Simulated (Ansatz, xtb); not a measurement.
## Two isomers of C4H7ClO2S

We compare a, `C=CCCS(=O)(=O)Cl`, a singlet, with b, `C=C(Cl)CS(C)(=O)=O`, a singlet. Both are isolated molecules in the gas phase, relaxed with r2SCAN-D4/def2-SVP; the shapes shown needn't be the lowest conformers.

a (Å):

```yaml
atoms:
  - { symbol: C, position_ang: [-1.3673, -0.0211, 0.0587] }
  - { symbol: C, position_ang: [-0.6096, 0.2518, 1.1265] }
  - { symbol: C, position_ang: [0.8604, 0.5542, 1.1357] }
  - { symbol: C, position_ang: [1.4957, 0.5450, -0.2402] }
  - { symbol: Cl, position_ang: [4.0057, -0.7533, 0.8090] }
  - { symbol: O, position_ang: [3.7691, 0.9185, -1.5713] }
  - { symbol: O, position_ang: [3.4632, 2.1121, 0.6611] }
  - { symbol: S, position_ang: [3.2464, 0.9696, -0.2151] }
  - { symbol: H, position_ang: [-0.9657, -0.0518, -0.9595] }
  - { symbol: H, position_ang: [-2.4352, -0.2284, 0.1675] }
  - { symbol: H, position_ang: [-1.0777, 0.2648, 2.1193] }
  - { symbol: H, position_ang: [1.3794, -0.1764, 1.7826] }
  - { symbol: H, position_ang: [1.0338, 1.5385, 1.6067] }
  - { symbol: H, position_ang: [1.4454, -0.4282, -0.7522] }
  - { symbol: H, position_ang: [1.0755, 1.3171, -0.9086] }
```

b (Å):

```yaml
atoms:
  - { symbol: C, position_ang: [-0.7562, -3.7054, -1.7572] }
  - { symbol: C, position_ang: [-0.9045, -2.3965, -1.5278] }
  - { symbol: C, position_ang: [0.1413, -1.3639, -1.7622] }
  - { symbol: C, position_ang: [0.4498, -0.7979, 1.0485] }
  - { symbol: Cl, position_ang: [-2.3824, -1.7783, -0.8080] }
  - { symbol: O, position_ang: [2.2579, -0.1243, -0.7661] }
  - { symbol: O, position_ang: [1.9258, -2.5973, -0.2058] }
  - { symbol: S, position_ang: [1.3849, -1.2494, -0.4127] }
  - { symbol: H, position_ang: [-1.5436, -4.4233, -1.5212] }
  - { symbol: H, position_ang: [0.1863, -4.0695, -2.1739] }
  - { symbol: H, position_ang: [0.7893, -1.6254, -2.6140] }
  - { symbol: H, position_ang: [-0.2633, -0.3535, -1.9140] }
  - { symbol: H, position_ang: [-0.0391, 0.1710, 0.8830] }
  - { symbol: H, position_ang: [-0.2773, -1.5876, 1.2766] }
  - { symbol: H, position_ang: [1.2035, -0.7194, 1.8447] }
```

Question: Estimate which is lower in electronic energy at CCSD(T)/def2-SVP + ΔMP2/def2-TZVPP, and by roughly how much.

Answer: Too close to call at this level: CCSD(T)/def2-SVP + ΔMP2/def2-TZVPP gives E(b) − E(a) = −0.011 eV.

The same difference at several levels:

| level | geometry | E(b) − E(a) (eV) | departure from the last row (eV) | job, with rough time for the two |
| --- | --- | --- | --- | --- |
| GFN2-xTB | GFN2-xTB | +0.563 | +0.574 | optimisation, 0.19 s |
| HF/STO-3G | GFN2-xTB | +0.497 | +0.508 | single point, 0.48 s |
| r2SCAN-D4/def2-SVP//GFN2-xTB | GFN2-xTB | +0.031 | +0.042 | single point, 4.5 s |
| r2SCAN-D4/def2-SVP | r2SCAN-D4/def2-SVP | +0.107 | +0.118 | optimisation, 63 s |
| HF/def2-SVP | r2SCAN-D4/def2-SVP | −0.158 | −0.146 | part of the CCSD(T) run |
| MP2/def2-SVP | r2SCAN-D4/def2-SVP | +0.051 | +0.062 | part of the CCSD(T) run |
| CCSD(T)/def2-SVP | r2SCAN-D4/def2-SVP | +0.039 | +0.051 | single point |
| CCSD(T)/def2-SVP + ΔMP2/def2-TZVPP | r2SCAN-D4/def2-SVP | −0.011 |  | single point, 1.9 min |

As drawn, b has 1 C–Cl, 1 C–S in place of 1 C–C, 1 Cl–S.

The largest departure from CCSD(T)/def2-SVP + ΔMP2/def2-TZVPP is that of GFN2-xTB, 0.574 eV. The last row adds to CCSD(T) the change of the MP2 difference between the two basis sets, here −0.051 eV.

With thermal terms from frequencies at re-optimised GFN2-xTB minima (ideal gas, soft modes damped towards free rotors, one conformer each, 298.15 K, 1 atm): on the last row, ΔE + ΔZPE = −0.070, ΔH = −0.061, ΔG = −0.072 eV.

The correlated steps freeze 16 core orbitals. Programs: Ansatz 0.2.0, xtb 6.7.1; the last row on 4 threads of Arm Neoverse V2 on a shared host.
